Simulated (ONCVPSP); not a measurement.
**Ba (Z = 56) ONCV: all-electron and pseudo phase curves**

ONCVPSP 4.0.1 input, shortened (lines: element, Z, core and valence counts, functional; n l f; lmax; l rc ep ncon nbas qcut; lloc lpopt rc5 dvloc0; l nproj debl; icmod fcfact rcfact), Wu-Cohen, fully relativistic:

```
  Ba 56.00    9    4  -118130      upf
    1    0    2.00
    2    0    2.00
    2    1    6.00
    3    0    2.00
    3    1    6.00
    3    2   10.00
    4    0    2.00
    4    1    6.00
    4    2   10.00
    5    0    2.00
    5    1    6.00
    5    2    0.50
    6    0    1.50
    2
    0    2.70    0.00    4    8    3.40
    1    2.40    0.00    4    7    7.00
    2    4.00    0.00    5    9    3.20
    4    5    1.65    0.00
    0    2    1.20
    1    1    2.60
    2    1    2.60
    0    0.00    0.00
```

Open shells are filled in proportion to 2j + 1.

The phase is arctan(r·R′/R) of the radial function R(r), unwrapped; energies in Ha, scanned from -3 to 5 Ha. A pole is an energy at which the radial function vanishes at the test radius. The pseudo phase is shifted by a multiple of π to meet the all-electron one at the reference energy, and phase errors are pseudo minus all-electron; the curves can meet again beyond the range given. Levels narrower than the energy grid can be missing from the lists of poles.

Question: For each channel, where are the poles, and over which energies does the pseudopotential scatter like the atom?

Answer:

| channel | radius (bohr) | reference energy (Ha) | poles, all-electron | poles, pseudo | unbroken range about the reference energy with phases within 0.05 rad | phase error 1 Ha above the reference energy (rad) |
| --- | --- | --- | --- | --- | --- | --- |
| s | 2.74 | -0.11 | -1.07, 2.38 | -1.07, 0.97, 2.56 | below 0.7 | -0.113 |
| p3/2 | 2.43 | -0.64 | -0.06, 4.64 | -0.08, 2.28 | below 0.6 | -0.019 |
| p1/2 | 2.43 | -0.72 | -0.22, 4.39 | -0.23, 2.36 | below 0.6 | -0.020 |
| d5/2 | 4.07 | -0.06 | 0.11, 1.47, 3.64 | 0.11, 1.50, 3.14 | below 0.5 | +0.015 |
| d3/2 | 4.07 | -0.06 | 0.10, 1.45, 3.62 | 0.10, 1.50, 3.21 | below 0.5 | +0.020 |

Note: no bound ghost flagged; GHOST(+) flagged for s at 27.3 eV.

Phases in the s channel:

```tsv
E (Ha)	all-electron	pseudo
-2.98	1.362	1.361
-2.76	1.347	1.346
-2.54	1.327	1.327
-2.32	1.302	1.301
-2.10	1.264	1.264
-1.88	1.201	1.201
-1.66	1.061	1.060
-1.44	0.395	0.393
-1.22	-1.325	-1.325
-1.00	-1.628	-1.628
-0.78	-1.747	-1.747
-0.56	-1.839	-1.839
-0.34	-1.945	-1.945
-0.12	-2.106	-2.106
0.10	-2.416	-2.417
0.32	-3.071	-3.084
0.54	-3.826	-3.858
0.76	-4.212	-4.268
0.98	-4.395	-4.829
1.20	-4.497	-7.570
1.42	-4.564	-7.671
1.64	-4.611	-7.728
1.86	-4.647	-7.768
2.08	-4.677	-7.800
2.30	-4.703	-7.827
2.52	-4.727	-7.850
2.74	-4.751	-7.873
2.96	-4.776	-7.895
3.18	-4.803	-7.919
3.40	-4.836	-7.946
3.62	-4.879	-7.980
3.84	-4.941	-8.025
4.06	-5.045	-8.095
4.28	-5.261	-8.228
4.50	-5.870	-8.571
4.72	-6.921	-9.652
4.94	-7.379	-10.451
```
